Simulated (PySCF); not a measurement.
Computed with M06-2X/def2-TZVP // B3LYP-D3(BJ)/def2-TZVP (PySCF). All species are isolated molecules in the gas phase. Delta-SCF ions had no search for a lower state. 

Reference species (SMILES): `C#CNC#C` (neutral, multiplicity 1).

| Property | Result |
|---|---|
| S1 oscillator strength | 0.000 |
| vertical ionisation energy (Delta-SCF) | 8.80 eV |
| HOMO | -7.62 eV |

Changed species: `C(#N)C1C=C1`.

Q: Predict the effect on the S1 oscillator strength, vertical ionisation energy (Delta-SCF) and HOMO.

A: the S1 oscillator strength goes up by 0.012, to 0.012; the vertical ionisation energy (Delta-SCF) rises by 2.29 eV, to 11.09 eV; the HOMO decreases by 2.17 eV, to -9.79 eV.
